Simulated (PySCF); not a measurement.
C₄H₁₄OSi₂, charge +1, multiplicity 2. Atoms are numbered in the order given.

```xyz
21

C      1.3215     2.4612    -0.8131
Si     0.1573     1.6228     0.3777
C     -1.6459     2.2723     0.1293
O      0.0000     0.0000    -0.0401
Si    -0.1573    -1.6228     0.3777
C      1.6459    -2.2723     0.1293
C     -1.3215    -2.4612    -0.8131
H      0.9973     2.3222    -1.8550
H      2.3343     2.0450    -0.6885
H      1.3521     3.5391    -0.5852
H      0.5199     1.7138     1.8139
H     -2.3148     1.7383     0.8177
H     -1.5708     3.3412     0.3918
H     -1.9397     2.1349    -0.9198
H     -0.5199    -1.7138     1.8139
H      1.9397    -2.1349    -0.9198
H      1.5708    -3.3412     0.3918
H      2.3148    -1.7383     0.8177
H     -2.3343    -2.0450    -0.6885
H     -0.9973    -2.3222    -1.8550
H     -1.3521    -3.5391    -0.5852
```
Charge +1, spin multiplicity 2.

The structure is a stationary point at B3LYP-D3(BJ)/def2-SVP. The multiplicity is an assumed one; other spin states were not compared. The values are those of a single conformer.

The numbers are results of CAM-B3LYP/def2-SVP (PySCF), not measurements.

ESP charges are fitted to the potential on shells at 1.4 to 2.0 van der Waals radii. Atomic charges (e):

```tsv
atom	ESP fit	Löwdin	Mulliken	Mulliken spin
C1	-0.67	-0.23	-0.26	0.05
Si2	0.79	0.66	0.64	-0.01
C3	-0.63	-0.15	-0.24	0.24
O4	-0.35	-0.19	-0.45	0.39
Si5	0.79	0.66	0.64	-0.01
C6	-0.63	-0.15	-0.24	0.24
C7	-0.67	-0.23	-0.26	0.05
H8	0.20	0.06	0.10	0.00
H9	0.21	0.06	0.10	0.00
H10	0.21	0.07	0.10	0.00
H11	-0.10	-0.07	-0.03	0.02
H12	0.21	0.06	0.11	0.00
H13	0.23	0.07	0.12	0.01
H14	0.22	0.06	0.11	-0.01
H15	-0.10	-0.07	-0.03	0.02
H16	0.22	0.06	0.11	-0.01
H17	0.23	0.07	0.12	0.01
H18	0.21	0.06	0.11	0.00
H19	0.21	0.06	0.10	0.00
H20	0.20	0.06	0.10	0.00
H21	0.21	0.07	0.10	0.00
```

Computed Mayer and Wiberg (Löwdin basis) orders of the bonds:
```
bond     Mayer  Wiberg
-------  -----  ------
C1–Si2    1.02    1.03
Si2–C3    0.87    0.87
Si2–O4    0.95    1.16
O4–Si5    0.95    1.16
Si5–C6    0.87    0.87
Si5–C7    1.02    1.03
C1–H8     0.95    0.96
C1–H9     0.95    0.95
C1–H10    0.95    0.95
Si2–H11   0.94    0.93
C3–H12    0.95    0.96
C3–H13    0.94    0.94
C3–H14    0.95    0.96
Si5–H15   0.94    0.93
C6–H16    0.95    0.96
C6–H17    0.94    0.94
C6–H18    0.95    0.96
C7–H19    0.95    0.95
C7–H20    0.95    0.96
C7–H21    0.95    0.95
```
